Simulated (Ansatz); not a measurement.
Ideal-gas functions of `F[SiH]([AlH2])[AlH][Cl]` at 298.15 K and 1 bar, from an Ansatz frequency run at PBE0-D4/def2-TZVP.

Molar mass 140.53 g/mol, point group C1 (symmetry number 1), electronic degeneracy 1, moments of inertia 188.745, 367.081, 520.71 u Å². Harmonic wavenumbers (cm⁻¹, unscaled): 40, 133, 162, 188, 193, 326, 358, 387, 396, 422, 435, 539, 607, 636, 736, 787, 865, 1904, 1921, 1936, 2173.

Use S(trans) = R[1.5 ln M + 2.5 ln T − 1.1517]; rotational temperatures θ = 24.2544 K / I; S(rot) = R[ln(√π/σ · √(T³/θAθBθC)) + 1.5]; for each mode x = 1.438777 ν̃/T, S = R[x/(eˣ − 1) − ln(1 − e⁻ˣ)] and H = RT x/(eˣ − 1); 1 cm⁻¹ = 0.0119627 kJ/mol; R = 8.31446 J/(mol·K).

Question: By hand: the entropy, in J/(mol·K).

Answer: Translation 170.5. Rotation: θ = 0.1285, 0.0661, 0.0466 K, giving 120.9. Vibration, mode by mode: 22.00, 12.14, 10.57, 9.40, 9.20, 5.35, 4.73, 4.23, 4.09, 3.70, 3.52, 2.37, 1.83, 1.64, 1.11, 0.91, 0.67, 0.01, 0.01, 0.01, 0.00, in all 97.5. Electronic 0.0. Sum 388.9 J/(mol·K).

Question: By hand: H − E and G − E in kJ/mol, counted from the electronic energy.

Answer: Zero-point energy ½ × 15144 × 0.0119627 = 90.6; thermal vibration 15.7; translation, rotation and pV give 4 RT = 9.9. H − E = 116.2 kJ/mol, and G − E = 116.2 − 298.15 × 388.9/1000 = 0.2 kJ/mol.

Vibration gives 25 % of the entropy, 34.1 J/(mol·K) of it from the modes under 150 cm⁻¹: soft modes count most, and the harmonic formula is weakest for them. The sum counts one conformer and one mirror image; others add a mixing term.
